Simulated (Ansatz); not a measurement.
CH8O2Si2, SMILES `OC(O)[SiH2][SiH3]`: the same geometry under several functionals.

```yaml
crystal:
  periodic: [false, false, false]
  atoms:
    - {symbol: O, position_ang: [0.161828, 1.198173, 1.509070]}
    - {symbol: C, position_ang: [-0.601367, 0.065746, 1.160776]}
    - {symbol: O, position_ang: [-1.935528, 0.180655, 1.575674]}
    - {symbol: Si, position_ang: [-0.601848, -0.240415, -0.730872]}
    - {symbol: Si, position_ang: [1.604502, -0.508769, -1.461124]}
    - {symbol: H, position_ang: [-0.206846, 1.960014, 1.048988]}
    - {symbol: H, position_ang: [-0.098808, -0.761676, 1.678565]}
    - {symbol: H, position_ang: [-1.947458, 0.254629, 2.536833]}
    - {symbol: H, position_ang: [-1.204870, 0.967669, -1.364028]}
    - {symbol: H, position_ang: [-1.423400, -1.433117, -1.070839]}
    - {symbol: H, position_ang: [1.630321, -0.875345, -2.903279]}
    - {symbol: H, position_ang: [2.270760, -1.592745, -0.688590]}
    - {symbol: H, position_ang: [2.372915, 0.750580, -1.276673]}
basis:
  gaussian: {orbitals: def2-TZVPP}
hamiltonian: {xc: {name: B3LYP}, dispersion: d4}
output: {forces: true, orbitals: {seedname: orbitals}}
```

```sh
$ ansatz run in.yaml --threads 4 --pin off --events-out ev --progress --plain --max-ram 10444MiB
```

Shortened log:

```
Functional definition: B3LYP
1536 factors; their error is unknown
mean field evaluation 1: about -21013.3856 eV, gradient 6.3e1 eV
mean field evaluation 2: about -21003.3945 eV, gradient 9.8e1 eV
mean field evaluation 4: about -21020.2526 eV, gradient 3.5e0 eV
mean field evaluation 8: about -21020.2769 eV, gradient 9.9e-2 eV
mean field evaluation 16: about -21020.2974 eV, gradient 1.7e-4 eV
mean field -21020.29743438 eV, -772.4816826440 hartree, gradient 5.6e-5 eV, S^2 0.000000; 0 other end points of the search recorded, 0 dependent functions left out
reference -21020.29774234 eV, -772.4816939616 hartree; 29, 29 occupied and 260, 260 virtual orbitals, 1536 factors
Total energy: -21020.74446381 eV, -772.4981106727 hartree
Atom 0 at     0.161828     1.198173     1.509070 Å, force     0.171635     0.281866     0.068533 eV/Å
Atom 1 at    -0.601367     0.065746     1.160776 Å, force     0.183401    -0.399902    -0.164855 eV/Å
Atom 2 at    -1.935528     0.180655     1.575674 Å, force    -0.290233     0.017406     0.142394 eV/Å
Atom 3 at    -0.601848    -0.240415    -0.730872 Å, force    -0.121979    -0.013952    -0.129605 eV/Å
Atom 4 at     1.604502    -0.508769    -1.461124 Å, force     0.133930    -0.013667    -0.044609 eV/Å
Atom 5 at    -0.206846     1.960014     1.048988 Å, force     0.029687     0.066772     0.020892 eV/Å
Atom 6 at    -0.098808    -0.761676     1.678565 Å, force    -0.040653     0.049998    -0.017796 eV/Å
Atom 7 at    -1.947458     0.254629     2.536833 Å, force    -0.066702     0.006880     0.036912 eV/Å
Atom 8 at    -1.204870     0.967669    -1.364028 Å, force     0.030764    -0.074025     0.040805 eV/Å
Atom 9 at    -1.423400    -1.433117    -1.070839 Å, force     0.044547     0.072403     0.024311 eV/Å
Atom 10 at     1.630321    -0.875345    -2.903279 Å, force     0.004468     0.021116     0.085655 eV/Å
Atom 11 at     2.270760    -1.592745    -0.688590 Å, force    -0.035765     0.065435    -0.047964 eV/Å
Atom 12 at     2.372915     0.750580    -1.276673 Å, force    -0.043100    -0.080330    -0.014671 eV/Å
Dipole moment:    -0.042991     0.027350     0.112576 e Å
```

Run time 7 s (4 threads of an Arm Neoverse V1 on a shared host); peak host memory 0.92 GiB.

Changing it to `hamiltonian: {xc: {name: B2PLYP}}` and no forces (abridged; 8 s):

```
Functional definition: B2PLYP
mean field evaluation 16: about -21000.4939 eV, gradient 1.4e-5 eV
mean field -21000.49386411 eV, -771.7539148600 hartree, gradient 4.4e-6 eV, S^2 0.000000
13 core orbitals not correlated: weight in the atoms' cores, before any rotation towards them, 1.000 or more for the frozen orbitals, at most 0.000 for the correlated occupied ones
second order -29.87972264 eV of doubles, -0.00000000 eV of singles
Total energy: -21008.56158541 eV, -772.0503981493 hartree
```

Changing it to `hamiltonian: {xc: {name: wB97X-V}}` and no forces (abridged; 11 s):

```
Functional definition: wB97X-V
mean field evaluation 16: about -21014.8377 eV, gradient 3.7e-5 eV
mean field -21014.83772193 eV, -772.2810419125 hartree, gradient 3.7e-5 eV, S^2 0.000000
Total energy: -21014.83771947 eV, -772.2810418219 hartree
```

With the line `hamiltonian: {xc: {name: wB97M-V}}` (abridged; 17 s):

```
Functional definition: wB97M-V
mean field evaluation 16: about -21015.6312 eV, gradient 6.3e-5 eV
mean field -21015.63122802 eV, -772.3102027231 hartree, gradient 6.4e-5 eV, S^2 0.000000
Total energy: -21015.63128785 eV, -772.3102049219 hartree
Atom 0 force     0.080193     0.237834     0.016190 eV/Å
Atom 1 force     0.167914    -0.354263    -0.211753 eV/Å
Atom 2 force    -0.199927     0.040767     0.155921 eV/Å
Atom 3 force    -0.075370     0.008807    -0.053430 eV/Å
Atom 4 force     0.096234    -0.005399    -0.024539 eV/Å
Atom 5 force     0.026580    -0.028104     0.030663 eV/Å
Atom 6 force    -0.056104     0.070515    -0.029728 eV/Å
Atom 7 force    -0.015382    -0.002108    -0.067741 eV/Å
Atom 8 force     0.063333    -0.119928     0.073075 eV/Å
Atom 9 force     0.090111     0.130481     0.050125 eV/Å
Atom 10 force    -0.008735     0.041522     0.164083 eV/Å
Atom 11 force    -0.078486     0.120105    -0.082805 eV/Å
Atom 12 force    -0.090362    -0.140229    -0.020061 eV/Å
Dipole moment:    -0.043621     0.026127     0.109616 e Å
```

B3LYP takes the VWN-RPA correlation (the form of Gaussian; ORCA's B3LYP/G).
